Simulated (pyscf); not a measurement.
## F–SiH(Cl)–Cl, singlet

Gas-phase minimum from PySCF at ωB97X-D3(BJ)/def2-SVP, one conformer. 

```xyz
5

F      1.7684    -0.6095    -0.8353
Si     0.3236    -0.1249    -0.3144
Cl     0.0117     1.7716    -0.9815
Cl    -1.0842    -1.3638    -1.1034
H      0.2981    -0.1733     1.1543
```

Bonds (Å): F1–Si2 1.610, Si2–Cl3 2.034, Si2–Cl4 2.034, Si2–H5 1.470. Angles (°): F1–Si2–Cl3 108.2, F1–Si2–Cl4 108.2, F1–Si2–H5 109.2, Cl3–Si2–Cl4 109.5, Cl3–Si2–H5 110.8, Cl4–Si2–H5 110.8.

Properties at ωB97X-D3(BJ)/def2-SVP:

| Quantity | Value |
|---|---|
| Harmonic wavenumbers, unscaled | 182, 242, 303, 551, 635, 832, 839, 946, 2371 cm⁻¹ |
| Zero-point energy | 9.9 kcal/mol |
| Rotational symmetry number | 1 |
| Entropy of this conformer at 298 K and 1 atm, rigid rotor and harmonic oscillator, modes under 100 cm⁻¹ raised to 100 | 311.0 J/(mol K) |
| Dipole moment | 1.22 D |

Single-point totals, which compare only within one level (frozen core for MP2 and CC):

| level | total energy (hartree) |
|---|---|
| ωB97X-D3(BJ)/def2-TZVP | -1310.63301 |
| PBE/def2-TZVP | -1309.97051 |
| r²SCAN/def2-TZVP | -1310.46810 |
| B3LYP-D3(BJ)/def2-TZVP | -1310.64939 |
| PBE0-D3(BJ)/def2-TZVP | -1310.07712 |
| M06-2X/def2-TZVP | -1310.51108 |
| ωB97M-D3(BJ)/def2-TZVP | -1310.75361 |
| HF/def2-TZVPP | -1308.21468 |
| MP2/def2-TZVPP | -1308.95683 |
| CCSD/def2-TZVPP | -1308.99456 |
| CCSD(T)/def2-TZVPP | -1309.02380 |

The CCSD(T) − MP2 part came from Ansatz, without density fitting, on the same reference.
